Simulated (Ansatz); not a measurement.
Harmonic frequencies (cm⁻¹) at PBE0-D4/def2-TZVP from Ansatz: 424, 485, 577, 894, 1171, 1436, 1611, 3574, 3724.

Each molecule was computed in one conformer, which needn't be the lowest.

Problem. Which molecule is it?
A. `OB(O)[Te]`•
B. `[Cl][InH]`•
C. `N[B]F`•
D. `[OH][SnH][F]`•

Solution. C.
